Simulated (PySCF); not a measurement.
C2H10N2Si2, SMILES N[Si@@H]1C[SiH2]CN1. Atoms are numbered in the order given.

```xyz
16

N      2.4853    -0.5739    -0.2296
Si     0.9951    -0.2979     0.6215
C     -0.5563    -1.3352     0.2273
Si    -1.7104    -0.1239    -0.6588
C     -1.0228     1.5492    -0.0225
N      0.3999     1.2873     0.1793
H      3.1709    -1.2311     0.1479
H      2.5137    -0.5475    -1.2514
H      1.3892    -0.5034     2.0668
H     -1.0148    -1.6921     1.1739
H     -0.3117    -2.2283    -0.3820
H     -3.1753    -0.3059    -0.3523
H     -1.5221    -0.2041    -2.1522
H     -1.5632     1.8880     0.8967
H     -1.1877     2.3377    -0.7907
H      0.9936     2.1136     0.2887
```
Charge 0, spin multiplicity 1.

Coordinates come from a PBE-D3(BJ)/def2-SVP optimisation. The structure was generated by enumeration; whether it is a known compound was not checked. One conformer was computed; it need not be the lowest.

Calculation: PySCF 2.14.0 with PBE-D3(BJ)/def2-SVP.

Frequencies are harmonic and unscaled.

```
mode  ν (cm⁻¹)  IR (km/mol)  moving atoms (share of kinetic energy)
----  --------  -----------  --------------------------------------
1           60          1.3         N 35 %, H 33 %, Si 18 %, C 14 %
2          141          3.1                  H 43 %, C 27 %, N 23 %
3          194          1.1         N 44 %, H 34 %, C 12 %, Si 10 %
4          242          5.0                 H 47 %, Si 24 %, N 21 %
5          294         36.8                 H 74 %, Si 12 %, N 10 %
6          339        102.3                 H 57 %, Si 20 %, N 17 %
7          353         44.8                 H 47 %, Si 35 %, N 14 %
8          417         37.2         H 57 %, N 19 %, Si 14 %, C 10 %
9          468         53.9         H 46 %, N 24 %, Si 19 %, C 11 %
10         492         23.5                         H 73 %, Si 15 %
11         569         24.2                 H 76 %, C 11 %, Si 10 %
12         623         13.9                 H 48 %, C 38 %, Si 11 %
13         640          3.9                 C 49 %, H 39 %, Si 10 %
14         675          8.8                   H 69 %, C 18 %, N 8 %
15         683         16.3          H 40 %, C 34 %, Si 16 %, N 9 %
16         713         12.5                   H 76 %, C 11 %, N 8 %
17         745         32.1         H 41 %, N 26 %, Si 19 %, C 15 %
18         780         43.6          H 64 %, C 14 %, Si 13 %, N 9 %
19         815         50.3                 H 63 %, C 16 %, Si 13 %
20         846         89.6                 H 38 %, N 28 %, Si 27 %
21         857        160.4          H 57 %, Si 21 %, N 13 %, C 9 %
22         899        136.4                                  H 80 %
23         919         60.6                                  H 92 %
24         947         80.4                         H 84 %, Si 12 %
25         971        129.4                          H 63 %, C 32 %
26        1091         26.3                  H 50 %, N 27 %, C 22 %
27        1135         32.5                  H 57 %, C 27 %, N 16 %
28        1170         19.6                          H 84 %, C 11 %
29        1311         32.3                  H 66 %, N 21 %, C 12 %
30        1328          8.9                                  H 91 %
31        1424          3.7                                  H 92 %
32        1481         52.5                          H 89 %, N 11 %
33        2113        225.9                                  H 97 %
34        2145        124.4                                  H 98 %
35        2151        126.6                                  H 96 %
36        2892         77.7                                  H 94 %
37        2976         25.2                           H 92 %, C 8 %
38        3002          1.6                                  H 94 %
39        3071          0.5                           H 91 %, C 9 %
40        3492         16.2                                  H 96 %
41        3505         11.9                                  H 93 %
42        3595         16.6                           H 91 %, N 9 %
```
